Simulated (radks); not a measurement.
Pd IX, 38 electrons, occupied as [Kr] 4d2. Method: Dirac Kohn-Sham, relativistic LDA (MacDonald-Vosko exchange, VWN5 correlation), spin-unpolarised, spherical densities, finite nucleus; open shells fill j = l - 1/2 first; Fermi nuclear charge, rms radius 4.5318 fm; computed with a radial shooting solver on a logarithmic mesh with Libxc functionals.

Radial electron density D(r) = 4 pi r^2 rho(r):

```
   r/bohr * D(r) (the largest magnitude, 73.7, reaches the edge; | marks zero)
 0.004485 |          *
 0.005793 |              *
 0.007483 |                    *
 0.009666 |                           *
  0.01259 |                                  *
  0.01626 |                                        *
    0.021 |                                           *
  0.02713 |                                          *
  0.03505 |                                       *
  0.04527 |                                     *
  0.05848 |                                        *
  0.07614 |                                                 *
  0.09836 |                                                      *
   0.1271 |                                                *
   0.1641 |                                      *
    0.212 |                                    *
   0.2739 |                                          *
   0.3566 |                                       *
   0.4606 |                       *
    0.595 |            *
   0.7686 |          *
   0.9929 |         *
    1.283 |    *
     1.67 |*
    2.157 *
    2.787 *
      3.6 *
```

D(r) has 4 maxima, at r = 0.0226, 0.0984, 0.299, 0.787 bohr, and minima at 0.0446, 0.194, 0.721 bohr, inside which lie 2.04, 11.14, 29.56 electrons.
